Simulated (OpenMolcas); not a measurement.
# Xe²⁺: effect of the active space

| Item | Value |
| --- | --- |
| Program | OpenMolcas |
| Method | SS-CASPT2 or its RAS form, IPEA 0.25 Eh, imaginary shift 0.1 Eh |
| Basis | ANO-RCC-VTZP |
| Scalar Hamiltonian | DKH2, point nucleus |
| Spin-orbit coupling | state interaction with AMFI integrals over the reference wave functions, term energies averaged over their components |

A. 4 electrons in 3 orbitals (5p); 2S+1 = 3 even, 3 roots; 2S+1 = 1 even, 6 roots; closed shells correlated: 4d 5s; CASPT2 step roughly 1.4 core-seconds
B. 6 electrons in 9 orbitals (RAS2 5s 5p; RAS3 5d, at most 2 electrons); 2S+1 = 3 even, 3 roots; 2S+1 = 1 even, 7 roots; 2S+1 = 3 odd, 3 roots; 2S+1 = 1 odd, 3 roots; closed shells correlated: 4d; CASPT2 step about 12 core-seconds

Energies in cm⁻¹ above 5s² 5p⁴ ³P₂, the measured ground level; measured values from Saloman, J. Phys. Chem. Ref. Data 33, 765 (2004).

```csv
Level,A,B,Measured
5s² 5p⁴ ³P₂,0.0,0.0,0.0
5s² 5p⁴ ³P₀,7890,7840,8130
5s² 5p⁴ ³P₁,8700,8490,9794
5s² 5p⁴ ¹D₂,16650,16420,17099
5s² 5p⁴ ¹S₀,35250,34750,36103
```

Deviations, from unrounded energies. A percentage is the sum of absolute deviations over the sum of measured energies, with the sign that they share, or ± where signs differ.

```tsv
Against measurement	Levels	A	B
mean absolute deviation (cm-1)	4	660	910
fine structure of the ground term (%)	2	-7.4	-8.9
other terms of the ground configuration (%)	2	-2.4	-3.8
```

A lies closest to measurement on these levels. The largest miss of A in the table is 5s² 5p⁴ ³P₁, by -1100 cm-1. The ranking rests on the paired levels alone, and a cruder setting can come out closer through cancelling errors.

Between A and B the level of the table that moves most is 5s² 5p⁴ ¹S₀, by 500 cm-1 (lowest in B, highest in A). Moves below CASPT2's spread within the term are not significant.

CASPT2 breaks the degeneracy within a term, and the mean is taken; among the terms shown or strongly mixed into the levels shown the widest spread is 160 cm-1 (5s² 5p⁴ ¹D, A). With the s shell closed, the reference lacks s² → p² mixing (holds for A). The run also gave levels led by 5s 5p⁴ 5d, which use shells meant for correlation; these and all levels above them are left out (holds for B). Measured partners are found by configuration, term and J. A level has none where our copy of the source lacks it or the pairing is in doubt (some pairs that miss far off the trend of their configuration count as doubtful), and it then counts in no deviation. Levels of configurations outside the active space are missing. The table leaves out levels that lie high or whose names do not pair safely across all columns.
